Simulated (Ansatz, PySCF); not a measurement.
Process, species as SMILES: CCCCC=O → [CH2]C + [CH2]CC=O (the C-C bond at the site shown breaks; other sites are not compared here)
Geometries: B3LYP-D3(BJ)/def2-TZVP minima from Ansatz (a quantum-chemistry and plane-wave program), one conformer each, not searched for the lowest.

Quantity: bond dissociation energy (0 K, with B3LYP-D3(BJ) harmonic zero-point energies from PySCF), in kJ/mol. Correlated levels leave the core frozen unless marked. UHF or UKS for open shells. No spin-orbit coupling. No relativistic terms. Basis-set limits of correlation are two-point, X^-3; Hartree-Fock from the larger set. The bracket is a focal-point correction in the basis named.

Level to compare with: RI-MP2/CBS(aug-cc-pVTZ,aug-cc-pVQZ)+[CCSD(T)-MP2]/aug-cc-pVTZ (Ansatz), 364.5 kJ/mol. It is a level with limits of its own, and the differences hold the functionals' basis error too.

Rank these functionals by how close they come to RI-MP2/CBS(aug-cc-pVTZ,aug-cc-pVQZ)+[CCSD(T)-MP2]/aug-cc-pVTZ, closest first: B97M-V/def2-TZVPD (Ansatz); B3LYP/def2-TZVPD (Ansatz); wB97M-V/def2-TZVPD (Ansatz).

wB97M-V/def2-TZVPD (range-separated hybrid meta-GGA with VV10, 362.1 kJ/mol, difference -2.4), B97M-V/def2-TZVPD (meta-GGA with VV10, 346.3 kJ/mol, difference -18.2), B3LYP/def2-TZVPD (global hybrid, 322.2 kJ/mol, difference -42.3)
